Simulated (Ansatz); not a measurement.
Reaction (isomerisation): `CO[SiH2]B(O)F` → `FCOBO[SiH3]`

Calculated with Ansatz (gas phase, PBE0-D4/def2-TZVP geometries, no zero-point term in ΔE). CCSD(T)/CBS adds triple-zeta CCSD(T) − MP2 to the extrapolated MP2 energy (def2 sets, frozen cores). Functionals use def2-TZVPP. B3LYP here is the variant with VWN-RPA as its local correlation; programs differ in this. One conformer a species, not always the lowest.

```
             level  ΔE (kJ/mol)
           PBE0-D4         49.3
          B3LYP-D4         41.0
           ωB97M-V         40.1
            B2PLYP         39.7
     HF/def2-TZVPP         16.6
SCS-MP2/def2-TZVPP         37.1
    MP2/def2-QZVPP         44.9
    CCSD/CBS(def2)         42.6
```

Task: What does CCSD(T)/CBS give? (An estimate is asked.)

Result: The calculation gave: +44.7 kJ/mol. The listed levels differ from it by 4.6, -3.7, -4.6, -5.0, -28.1, -7.6, 0.2, -2.1 kJ/mol.

Largest T1 diagnostic among the species: 0.013.

From PBE to PBE0 (25 % exact exchange), in def2-TZVPP and without D4, ΔE moves by −4.7 kJ/mol. In def2-TZVPP, CCSD(T) changes the Hartree–Fock value by +24.9 kJ/mol (the triples alone add +2.1 kJ/mol) and MP2 by +26.7 kJ/mol.
